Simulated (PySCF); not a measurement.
Ionisation energy of I by level of theory

I [Kr] 4d10 5s2 5p5 (2P) → I⁺ [Kr] 4d10 5s2 5p4 (3P), as a difference of total energies. All numbers are calculated (PySCF 2.14, a scalar-relativistic core potential, in def2-TZVPPD with the def2 core potential (28 electrons) (7s6p4d2f, 59 functions)). Correlated levels: valence: 4s2 4p6 4d10 frozen. The calculations carry no spin-orbit coupling.

```csv
method,ionisation energy (eV)
UHF,9.548
MP2 (valence),10.250
SCS-MP2 (valence),10.248
CCSD (valence),10.267
CCSD(T) (valence),10.300
```

Task: How much does correlation contribute at CCSD(T) (valence)?

Result: 10.300 − (9.548) = 0.752 eV, measured against UHF.

Errors of the correlated levels include the incompleteness of this basis and the frozen core.

For comparison: 10.519 eV (measured; NIST levels, between the centres of gravity of the two terms).
